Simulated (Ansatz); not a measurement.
`[OH][Ge]1([SH])[CH2][O]1` from Hartree–Fock to CCSD(T)

```tsv
atom	x (Å)	y (Å)	z (Å)
O1	-1.2413	-0.6723	1.5618
Ge2	-0.0573	-0.0724	0.4063
S3	1.5256	0.9937	1.4946
C4	-0.2670	-0.2782	-1.4553
O5	0.4029	-1.3676	-0.7574
H6	-1.3111	-0.1009	2.3316
H7	1.8300	1.7636	0.4365
H8	0.3626	0.2704	-2.1559
H9	-1.2445	-0.5364	-1.8623
```

Total charge 0; spin multiplicity 1. Correlated methods include outer-core shells of Ge, which these sets cover unevenly. Scalar relativity is left out up to krypton. The geometry is a stationary point of PBE0-D4/def2-TZVP. It is one conformer, not always the lowest. Frozen core, restricted reference, the Gaussian-basis code of Ansatz.

```json
{"basis": "def2-SVP", "HF (Eh)": "-2662.26633", "MP2 corr.": "-0.86797", "CCSD corr.": "-0.89280", "(T)": "?", "CCSD(T) total": "?"}
{"basis": "def2-TZVPP", "HF (Eh)": "?", "MP2 corr.": "-1.07292", "CCSD corr.": "-1.09246", "(T)": "?", "CCSD(T) total": "?"}
{"basis": "def2-QZVPP", "HF (Eh)": "-2662.97890", "MP2 corr.": "?", "CCSD corr.": "–", "(T)": "–", "CCSD(T) total": "–"}
```

Question: Fill in the withheld values. (An estimate is asked.)

Answer: The calculation gave: def2-SVP (T): -0.02736; def2-SVP CCSD(T) total: -2663.18649; def2-TZVPP HF (Eh): -2662.91632; def2-TZVPP (T): -0.04756; def2-TZVPP CCSD(T) total: -2664.05634; def2-QZVPP MP2 corr.: -1.40155.
